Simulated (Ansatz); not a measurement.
The first iterations of a band of AlCl3FH (6 atoms, charge 0, multiplicity 1).

Method: UKS BLYP-D4/cc-pVDZ in Ansatz 0.2.0.

```
movable images  : 6
climbing image  : no
spring          : 5.0 eV/Å²
optimiser       : quadratic models (default)
start path      : through a guess of the saddle point
force threshold : 0.05 eV/Å
iteration limit : 60
end points      : relaxed
```

Initial state:

```xyz
6
Properties=species:S:1:pos:R:3
Al -0.544 -0.395 0.273
F -1.058 1.166 -0.222
Cl -0.948 -2.029 -1.029
Cl -0.209 -0.716 2.348
H 0.975 1.499 -0.794
Cl 1.784 0.475 -0.576
```

Final state:

```xyz
6
Properties=species:S:1:pos:R:3
Al -0.032 -0.552 0.221
F -0.696 1.284 -0.348
Cl -1.058 -1.908 -1.055
Cl -0.316 -0.593 2.328
H 0.210 1.535 -0.640
Cl 1.893 0.234 -0.507
```

| iteration | highest image above the first end (eV) | largest band force component (eV/Å) |
| --- | --- | --- |
| 1 | 0.791 | 3.420 |
| 2 | 0.382 | 1.967 |

Does the band converge within its limit, and where does its top end?

It converged. It ended after 8 iterations with the highest image 0.082 eV above the first end. No image climbed, so the highest image needn't sit at the top of the path. The orbitals were unrestricted but ended closed-shell.

Time of the run: 83 s on 2 threads of Intel(R) Xeon(R) 6975P-C (Granite Rapids) (shared host), peak memory 0.2 GiB.
